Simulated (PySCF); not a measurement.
Sn(OH)4 (H₄O₄Sn), SMILES [OH][Sn]([OH])([OH])[OH].

The structure is a stationary point at PBE0-D3(BJ)/def2-SVP. The structure was generated by enumeration; whether it is a known compound was not checked. The def2 effective core potentials stand for the cores of Sn; spin–orbit coupling is left out. Other conformers were not sampled.

Two levels are set side by side: TDDFT-PBE/def2-SVPD (PySCF) and TDDFT-CAM-B3LYP/def2-SVPD (PySCF). Vertical, same geometry. The lowest singlet is HOMO→LUMO 99 % with PBE and HOMO→LUMO 90 % with the other functional; states are paired by order. Differences are taken from unrounded values.

```csv
quantity,TDDFT-CAM-B3LYP
lowest singlet excitation (eV),6.00
lowest triplet excitation (TDA) (eV),5.46
first bright state (f over 0.05) (eV),6.31
its oscillator strength,0.16
```

What does TDDFT-PBE give, and how far is it from TDDFT-CAM-B3LYP? (The exact figures need the calculation; the answer reports its results.)


| quantity | TDDFT-PBE | TDDFT-PBE minus TDDFT-CAM-B3LYP |
|---|---|---|
| lowest singlet excitation (eV) | 4.71 | -1.29 |
| lowest triplet excitation (TDA) (eV) | 4.36 | -1.10 |
| first bright state (f over 0.05) (eV) | 5.06 | -1.25 |
| its oscillator strength | 0.09 | -0.07 |

A lower first singlet is the usual sign of a functional without exact exchange. Differences between two approximate levels are no errors against the true value.

Rough cost on one machine, each run with all the roots and properties that it gave: TDDFT-CAM-B3LYP against TDDFT-PBE about 8 times.
